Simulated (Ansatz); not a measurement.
`BN[SiH2]CO` + `[OH][GaH2]` → `B[O][GaH2]` + `N[SiH2]CO`  (ligand exchange at a B–N bond)

Computed with Ansatz on PBE0-D4/def2-TZVP structures; ΔE is electronic, products minus reactants. CCSD(T)/CBS adds triple-zeta CCSD(T) − MP2 to the extrapolated MP2 energy (def2 sets, frozen cores). DFT in def2-TZVPP. For Ga outer-core shells are correlated without core-valence functions, which leaves a few kJ/mol of doubt a bond. Scalar relativity is left out up to krypton. One conformer a species, not always the lowest.

```csv
species,PBE energy (Eh)
`BN[SiH2]CO`,-486.96180
`[OH][GaH2]`,-2001.55083
`B[O][GaH2]`,-2026.98475
`N[SiH2]CO`,-461.52747
```

Question: Work out ΔE.

Answer: ΔE = (-2026.98475) + (-461.52747) − (-486.96180) − (-2001.55083) = 0.00041 Eh = +0.3 kcal/mol. CCSD(T)/CBS gives +0.4 kcal/mol.

Largest T1 diagnostic among the species: 0.016.

In def2-TZVPP, CCSD(T) changes the Hartree–Fock value by +2.9 kcal/mol (the triples alone add +0.4 kcal/mol) and MP2 by +3.1 kcal/mol.
